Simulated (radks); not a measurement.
Results of a calculation; reference values are marked as such.
Numerical settings for neutral europium, [Xe] 4f7 6s2. Code: a radial shooting solver on a logarithmic mesh with Libxc functionals. Model: Dirac Kohn-Sham, BLYP, spin-unpolarised, spherical densities, finite nucleus; open shells are shared between the two j in proportion to 2j + 1; Fermi nuclear charge, rms radius 5.1115 fm. The defaults (mesh step 0.008 in ln r, mesh end at 40 bohr or more with all orbitals vanishing there, Anderson mixing 0.5 over 9 steps, residual threshold near 1e-9 with the energy settled to 1e-9 hartree or 1e-11 of itself, here a cap of 76 iterations) give E = -10852.2003 hartree and 4f7/2 at -2.219 eV in 16 iterations. Run on one thread of a shared host, so times are rough (Intel(R) Xeon(R) 6975P-C): 0.14 s of CPU time, 0.14 s wall, 16 iterations on 2440 mesh points. Changes against that run (0 stands for a change within the tolerance of the run):

| setting | iterations | converged | E (mhartree) | e(4f7/2) (meV) | CPU (s) |
|---|---|---|---|---|---|
| mesh step in ln r 0.02 | 14 | yes | +0.000442 | 0 | 0.06 |
| mesh step in ln r 0.012 | 15 | yes | 0 | 0 | 0.09 |
| mesh step in ln r 0.08 | 4 | no | diverged | - | 0.02 |
| mesh end (bohr) 12 | 16 | yes | +0.52 | +45.1 | 0.13 |
| mesh end (bohr) 20 | 16 | yes | 0 | +0.0477 | 0.13 |
| residual threshold 0.001 | 10 | yes | 0 | +1.34 | 0.1 |
| residual threshold 1e-05 | 12 | yes | 0 | -0.297 | 0.11 |
| mixing 0.05 | 15 | no | diverged | - | 0.27 |
| linear mixing, mixing 0.05 | 76 | no | +0.0307 | -49.6 | 0.56 |
| linear mixing, mixing 1 | 19 | no | diverged | - | 0.61 |
| mixing history 20 | 20 | yes | 0 | 0 | 0.16 |
| iteration cap 3 | 3 | no | +8.44 | +595 | 0.04 |

No run marked as converged misses the energy by more than 1 mhartree. A mesh that ends early acts as a hard wall.
